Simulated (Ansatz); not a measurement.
The same path of AlH₆NOSi (10 atoms, charge 0, multiplicity 1) was run 3 times with different band settings. Lost on the way: Al1–Si2, N3–H4. Made: Si2–H4.

Computed with RKS B3LYP-D4/def2-SVP in Ansatz 0.2.0.

Relaxed end points:

```xyz
10
Properties=species:S:1:pos:R:3
Al -0.529 0.373 0.223
Si 1.562 -0.895 0.074
N -1.532 0.597 -1.218
H -1.311 0.252 -2.146
O -1.140 1.071 1.657
H 1.355 -2.344 0.390
H 2.147 -0.827 -1.303
H 2.602 -0.389 1.026
H -2.419 1.092 -1.231
H -0.736 1.069 2.528
```

```xyz
10
Properties=species:S:1:pos:R:3
Al -1.239 0.688 0.002
Si 1.567 -0.900 -0.182
N -2.489 1.343 -0.874
H 0.324 -0.282 -0.828
O -0.473 0.361 1.492
H 1.144 -2.003 0.713
H 2.340 -1.429 -1.340
H 2.326 0.170 0.508
H -2.731 1.415 -1.856
H -0.769 0.636 2.365
```

Common settings: spring 5.0 eV/Å²; optimiser quadratic models (default); start path through a guess of the saddle point; force threshold 0.05 eV/Å; iteration limit 60; end points relaxed.

| run | movable images | climbing image |
| --- | --- | --- |
| 1 | 5 | yes |
| 2 | 8 | no |
| 3 | 6 | no |

Q: What does each run give, and how far can it be trusted?

A: Run 1: converged after 35 iterations, highest image 3.436 eV above the first end. Neighbouring images differ by up to 2.6 eV, so the band resolves the path poorly. A vibrational analysis at the climbing image gives one clearly imaginary mode, 832i cm⁻¹: a first-order saddle point.
Run 2: converged after 48 iterations, highest image 3.437 eV above the first end. Neighbouring images differ by up to 1.8 eV, so the band resolves the path poorly. No image climbed, so the highest image needn't sit at the top of the path.
Run 3: converged after 39 iterations, highest image 3.177 eV above the first end. Neighbouring images differ by up to 2.4 eV, so the band resolves the path poorly. No image climbed, so the highest image needn't sit at the top of the path.
The orbitals stay closed-shell, which can raise the energy where a bond breaks towards radicals; this wasn't checked here.
